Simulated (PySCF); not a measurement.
Delta-SCF ions had no search for a lower state. Excitations are Tamm–Dancoff values on a coarser integration grid. The basis has no diffuse functions, so Rydberg states are missing or too high.

Cartesian coordinates (Å):
```xyz
14

C     -2.1242     0.5710     0.4095
Ge    -1.1038    -0.8336    -0.4973
Ge     1.2141    -0.1965    -0.8181
C      2.2276    -1.5850    -1.7567
H     -3.1694     0.2575     0.5445
H     -1.6898     0.7811     1.3973
H     -2.1086     1.4966    -0.1834
H     -1.1701    -2.1354     0.3334
H     -1.7497    -1.1336    -1.8692
H      1.8674     0.0772     0.5558
H      1.2783     1.1205    -1.6248
H      1.7906    -1.7717    -2.7481
H      3.2736    -1.2722    -1.8870
H      2.2101    -2.5234    -1.1844
```
Charge 0, spin multiplicity 1.

Q: What is the computed HOMO, dipole moment, HOMO–LUMO gap, T1 excitation (TDA), S1–T1 gap (TDA), S1 excitation (TDA), S1 oscillator strength and vertical ionisation energy (Delta-SCF) (PBE-D3(BJ)/def2-TZVP // PBE0-D3(BJ)/def2-SVP in PySCF)?

A: 
* **HOMO**: -6.51 eV
* **dipole moment**: 0.003 e·Å
* **HOMO–LUMO gap**: 6.05 eV
* **T1 excitation (TDA)**: 5.78 eV
* **S1–T1 gap (TDA)**: 0.55 eV
* **S1 excitation (TDA)**: 6.33 eV
* **S1 oscillator strength**: 0.031
* **vertical ionisation energy (Delta-SCF)**: 9.23 eV
